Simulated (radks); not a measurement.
The numbers below are computed, except where a source is named.
Ca III, 18 electrons, occupied as [Ar].

Code: a radial shooting solver on a logarithmic mesh with Libxc functionals. Model: non-relativistic Kohn-Sham, r2SCAN, spin-polarised, spherical densities, point nucleus; meta-GGA in the generalised Kohn-Sham scheme.

Energy parts (eV):
| part | energy |
|---|---|
| total | -18418.865 |
| kinetic | 18401.601 |
| electron-nucleus | -43327.343 |
| Hartree | 7478.067 |
| exchange-correlation | -971.189 |

Orbitals (lengths in bohr, moments of r in powers of bohr):
| orbital | occ. | eigenvalue (eV) | <1/r> | <r> | <r^4> | <r^2> |
|---|---|---|---|---|---|---|
| 1s | 2 | -3961.078 | 19.53 | 0.07738 | 0.0001664 | 0.008043 |
| 2s | 2 | -432.4927 | 4.025 | 0.3655 | 0.04440 | 0.1582 |
| 2p | 6 | -353.9910 | 3.938 | 0.3281 | 0.03694 | 0.1331 |
| 3s | 2 | -63.3757 | 1.198 | 1.160 | 3.865 | 1.549 |
| 3p | 6 | -43.7602 | 1.079 | 1.258 | 5.908 | 1.856 |

The highest occupied level is 3p at -43.760 eV. Virial ratio -V/T = 2.00094. The density falls to 0.001 e/bohr^3 at r = 2.97 bohr. The electron density at the nucleus is 5319 e/bohr^3. Summed over all electrons, <r^2> = 15.36 bohr^2, which gives a Langevin (diamagnetic) susceptibility term of -12.2 x 10^-6 cm^3/mol.
